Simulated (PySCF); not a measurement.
Molecule: `[C@@H]1(Cl)[C@H](Cl)CC(=O)OC1`, C5H6Cl2O2.

Cartesian coordinates in Å; atom numbers follow the order of the lines, from 1:
```xyz
15

O    -1.0972   -2.1525    1.5817
C    -0.5598   -1.2966    0.9402
C    -1.3543   -0.2260    0.2040
C    -0.5609    0.4847   -0.8741
Cl   -1.4566    1.9181   -1.4748
C     0.7961    0.8916   -0.3230
Cl    0.6074    1.9864    1.0839
C     1.5311   -0.3755    0.0983
O     0.7790   -1.2546    0.9093
H    -2.2551   -0.6891   -0.2002
H    -1.6709    0.4961    0.9628
H    -0.4121   -0.1604   -1.7458
H     1.3849    1.4372   -1.0627
H     1.8410   -0.9233   -0.8023
H     2.4231   -0.1280    0.6807
```

Frames of a GFN2-xTB Langevin trajectory at 600 K; GIAO PBE0/pcSseg-1 shieldings in PySCF, gas phase, non-relativistic; equivalent atoms averaged within each frame.

δ = σ(ref) − σ, references computed at the same level: 17O (σref 336.08) against H2O; TMS for 13C (σref 186.93) and 1H (σref 31.72); 35Cl (σref 949.78) vs HCl. The references are static minima.

How do the shifts (ppm) fluctuate along the trajectory?

## Answers


```csv
time (fs),O1,O9,C2,C8,C4,C6,C3,Cl5,Cl7,H13
optimised geometry,467.7,192.7,167.2,74.0,62.1,66.9,39.7,205,125,4.21
250,502.1,193.4,170.9,66.1,65.7,62.9,30.4,177,78,4.04
425,473.7,196.1,172.2,72.3,46.1,64.7,49.8,166,168,4.01
625,486.0,226.9,172.5,82.1,52.2,63.9,44.0,283,180,4.70
800,470.1,201.7,165.4,76.4,74.9,81.1,40.1,304,108,5.54
1000,480.4,215.7,173.2,67.8,69.2,75.5,44.4,293,125,4.36
mean of frames,482.5,206.7,170.9,72.9,61.6,69.6,41.7,245,132,4.53
standard deviation,12.6,14.2,3.1,6.5,12.1,8.2,7.2,67,42,0.63
```

5 frames give an uncertainty of the mean of about the standard deviation over 2.2 at best, since frames this close in time may not be independent; classical motion lacks zero-point vibration, and the reference would need the same averaging.
